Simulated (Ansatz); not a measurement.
SbH₂Br. Charge 0, multiplicity 1. Geometry r2SCAN-D4/def2-TZVP, basis def2-TZVP, Ansatz.

```csv
atom,x (Å),y (Å),z (Å)
Sb1,0.022,-0.341,-0.756
H2,0.023,1.370,-0.656
H3,1.457,-0.389,0.179
Br4,-1.502,-0.640,1.233
```

| run | HOMO (eV) | LUMO (eV) |
| --- | --- | --- |
| A | -6.72 | -2.50 |
| B | -7.13 | -2.23 |
| C | -9.75 | 0.05 |
| D | -7.55 | -1.92 |
| E | -7.35 | -2.14 |
| F | -9.63 | -0.12 |

In the def2 sets Sb takes a core potential; there is no spin–orbit coupling. B3LYP takes the VWN-RPA correlation.

Problem. The runs used B3LYP, PBE0, r2SCAN, r2SCANh, ωB97M-V, ωB97X-V. Estimate which is which.

Solution. A r2SCAN (0 % exact exchange); B r2SCANh (10 % exact exchange); C ωB97X-V (range-separated); D PBE0 (25 % exact exchange); E B3LYP (20 % exact exchange); F ωB97M-V (range-separated). Exact exchange lowers occupied and raises empty levels; among semilocal functionals meta-GGAs tend to open the gap a little, and such runs are hard to tell apart. The gap grows from 4.22 eV (r2SCAN) to 9.80 eV (ωB97X-V).
